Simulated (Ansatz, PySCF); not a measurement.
Process, species as SMILES: N[SiH](N)N + 2 [SiH4] (SiH4) -> 3 N[SiH3]
Each molecule is optimised on its own at B3LYP-D3(BJ)/def2-TZVP (Ansatz, a program for electronic structure), one conformer each, not searched for the lowest. Frequencies are from Ansatz or PySCF.

Wanted: bond separation energy (0 K, with B3LYP-D3(BJ) harmonic zero-point energies), in kcal/mol. Cores are frozen in the correlated levels unless marked. Spin-orbit coupling is left out. No relativistic terms. Basis-set limits of correlation are two-point, X^-3; Hartree-Fock from the larger set.

| level | program | bond separation energy (kcal/mol) |
|---|---|---|
| RI-HF/aug-cc-pV(Q+d)Z | Ansatz | 11.0 |

Task: What does CCSD(T)/CBS(cc-pV(T+d)Z,cc-pV(Q+d)Z) (Ansatz) give?

Result: 13.5 kcal/mol, so RI-HF/aug-cc-pV(Q+d)Z differs from it by -2.5 kcal/mol.
